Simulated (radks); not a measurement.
Values are calculated unless marked as measured or tabulated.
Q: Pm2+, 59 electrons, occupied as [Xe] 4f5 (the NIST ground configuration). Level of theory: non-relativistic Kohn-Sham, LB94 model potential, spin-polarised, spherical densities, point nucleus; open shells are filled with parallel spins first (spin-orbit coupling, left out, can overturn this in heavy ions); relativity is left out, which matters for an element this heavy (a radial shooting solver on a logarithmic mesh with Libxc functionals). Some entries of the table are withheld. Estimate them.

| orbital | occ. | eigenvalue (eV) | <r> (bohr) |
|---|---|---|---|
| 1s up | 1 | -42741.94 | 0.02486 |
| 1s down | 1 | -42741.94 | 0.02486 |
| 2s down | 1 | -6754.064 | 0.1060 |
| 2s up | 1 | -6754.007 | 0.1060 |
| 2p down | 3 | -6414.515 | 0.08998 |
| 2p up | 3 | -6414.482 | 0.08998 |
| 3s down | 1 | -1489.928 | 0.2755 |
| 3s up | 1 | -1489.822 | 0.2756 |
| 3p down | 3 | -1339.201 | 0.2651 |
| 3p up | 3 | -1339.095 | 0.2653 |
| 3d down | 5 | -1057.509 | 0.2363 |
| 3d up | 5 | -1057.393 | 0.2364 |
| 4s up | 1 | -306.1996 | 0.6275 |
| 4s down | 1 | -303.4645 | 0.6276 |
| 4p up | 3 | -248.9392 | 0.6444 |
| 4p down | 3 | -246.2202 | 0.6444 |
| 4d up | 5 | -147.6074 | 0.6880 |
| 4d down | 5 | -144.9129 | 0.6878 |
| 5s up | 1 | -57.4880 | 1.510 |
| 5s down | 1 | -55.0870 | 1.530 |
| 5p up | 3 | (1) | 1.702 |
| 5p down | 3 | (2) | 1.738 |
| 4f up | 5 | -27.4616 | 0.9320 |
| 4f down | 0 | -24.9268 | 0.9455 |
| 5d up | 0 | -20.7649 | 2.421 |
| 5d down | 0 | -19.7563 | 2.522 |
| 6s up | 0 | -18.7878 | 3.499 |
| 6s down | 0 | -18.4344 | 3.562 |

A: 
(1) 5p up eigenvalue (eV): -42.0531
(2) 5p down eigenvalue (eV): -40.0205
